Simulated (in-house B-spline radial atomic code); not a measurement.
## Ru³⁺: [Ne] 3s1 3p6 (3d3/2)4 (3d5/2)5 4s2 4p6 4d7 (with a hole in an inner shell)

All numbers are computed (Dirac-Kohn-Sham B3LYP, spherical fractional occupations; Fermi nucleus of rms radius 4.4809 fm) with an all-electron radial atomic-structure program (B-spline basis), not measured.

Screening seen three ways: the hydrogenic charge with the same mean radius, Z_r = [3n² - l(l+1)]/(2<r>), the one with the same energy, Z_e = n√(-2ε), and Slater's rules. Values are occupation-weighted means over j. An effective charge above Z reflects the relativistic contraction of the inner shells.

| shell | electrons | ε (eV) | <r> (bohr) | Z_r | Z_e | Slater |
| --- | --- | --- | --- | --- | --- | --- |
| 1s | 2 | -22091 | 0.03343 | 44.86 | 40.30 | 43.70 |
| 2s | 2 | -3272.2 | 0.1452 | 41.32 | 31.02 | 39.85 |
| 2p | 6 | -2942.8 | 0.1267 | 39.46 | 29.41 | 39.85 |
| 3s | 1 | -637.37 | 0.397 | 34.01 | 20.53 | 33.10 |
| 3p | 6 | -532.61 | 0.3953 | 31.62 | 18.77 | 33.10 |
| 3d | 9 | -357.58 | 0.3725 | 28.19 | 15.38 | 24.20 |
| 4s | 2 | -124.38 | 0.9713 | 24.71 | 12.09 | 17.95 |
| 4p | 6 | -91.563 | 1.054 | 21.82 | 10.38 | 17.95 |
| 4d | 7 | -42.609 | 1.323 | 15.87 | 7.08 | 7.90 |

The least bound orbital is 4d5/2 at -42.38 eV, and it is also the most diffuse (<r> = 1.328 bohr). The part-filled 3s shell lies below the filled 4p shell in orbital energy.

For the 1s electron the small component carries 2.58 % of the norm, the zero-frequency Breit interaction raises the level by 44.84 eV, self-energy by 24.8 eV, and vacuum polarisation lowers it by 2.963 eV.

Caution: exact exchange at fractional occupations of open shells leaves self-interaction of up to several eV.
